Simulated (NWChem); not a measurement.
# CdNH$_{3}$O; SMILES [Cd]([NH2])[OH]

```xyz
6

Cd    -0.5311    -0.1343     0.1039
O     -0.2988    -2.0536     0.4477
H     -0.1307    -2.5367    -0.3688
N     -0.8035     1.8442     0.0204
H     -1.5985     2.1070    -0.5611
H      0.0018     2.3356    -0.3659
```
Atoms are numbered in this order, from 1.

Level: PBE0/def2-SVP with def2 effective core potentials on Cd (NWChem), optimised geometry, unscaled harmonic frequencies. def2 effective core potentials on Cd; no spin-orbit coupling.

### Question
List the harmonic frequencies with IR intensities, and the thermochemistry.

### Answer
```json
[
 {"frequency (cm⁻¹)": "146", "IR intensity (km/mol)": "1.6"},
 {"frequency (cm⁻¹)": "149", "IR intensity (km/mol)": "5.3"},
 {"frequency (cm⁻¹)": "207", "IR intensity (km/mol)": "24.2"},
 {"frequency (cm⁻¹)": "521", "IR intensity (km/mol)": "60.1"},
 {"frequency (cm⁻¹)": "582", "IR intensity (km/mol)": "95.1"},
 {"frequency (cm⁻¹)": "653", "IR intensity (km/mol)": "61.9"},
 {"frequency (cm⁻¹)": "788", "IR intensity (km/mol)": "73.0"},
 {"frequency (cm⁻¹)": "800", "IR intensity (km/mol)": "19.8"},
 {"frequency (cm⁻¹)": "1541", "IR intensity (km/mol)": "4.8"},
 {"frequency (cm⁻¹)": "3539", "IR intensity (km/mol)": "7.1"},
 {"frequency (cm⁻¹)": "3635", "IR intensity (km/mol)": "8.2"},
 {"frequency (cm⁻¹)": "3896", "IR intensity (km/mol)": "42.5"}
]
```

The zero-point energy is 23.5 kcal/mol and the thermal correction to the enthalpy at 298.15 K (with zero-point energy) is 27.5 kcal/mol. The heat capacity Cv is 16.2 cal/(mol K) and the entropy at 298.15 K and 1 atm (symmetry number 1) comes out as 72.5 cal/(mol K).

Rigid rotor and harmonic oscillator.
